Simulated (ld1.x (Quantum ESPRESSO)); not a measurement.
## lithium (Li), TM: configuration errors across variants

Li (Z = 3), norm-conserving Troullier–Martins (Kleinman–Bylander form), made with ld1.x (Quantum ESPRESSO) 7.5 (PBE, scalar-relativistic). Core none, reference 1s2 2s1 2p0. Waves: 2p (bound, empty): rc 4.20 bohr; 1s (bound): rc 0.65 bohr. Local part: the s channel. Core correction: none.

Occupied shells without a wave of their own: 2s. They enter only through the test configuration that unscreens the potential.

All-electron excitation energies from the reference (eV): (1) 1s2 2s0 2p0 5.297; (2) 1s2 2s0.5 2p0 2.049; (3) 1s2 2s0 2p1 1.787; (4) 1s1 2s1 2p0 68.408.

6 further variants failed, have other tests or another functional or relativity, and are left out.

Errors AE − PS in meV (a dash: test not solved or not reliable):

```csv
change,(1),(2),(3),(4),bound ghosts
base,+15,+5.7,+5.2,+87,none
"all radii scaled by about 1.06 (s 0.70, p 4.46 bohr)",+22,+8.2,+7.6,+116,none
wave 1s (bound): rc 0.65 bohr becomes 1s (bound): rc 0.56 bohr,+7.3,+2.7,+8.6,+47,none
wave 1s (bound): rc 0.65 bohr becomes 1s (bound): rc 0.58 bohr,+8.2,+3.1,+7.2,+53,none
local potential all-electron potential smoothed inside 0.65 bohr (lloc = -1),+7.1,+2.7,-3.3,+107,none
```

**Question.** Give the same row for: wave 2p (bound): rc 4.20 bohr becomes 2p (bound): rc 3.14 bohr.

**Answer.** +15, +5.7, +8.4, +87; bound ghosts: none.
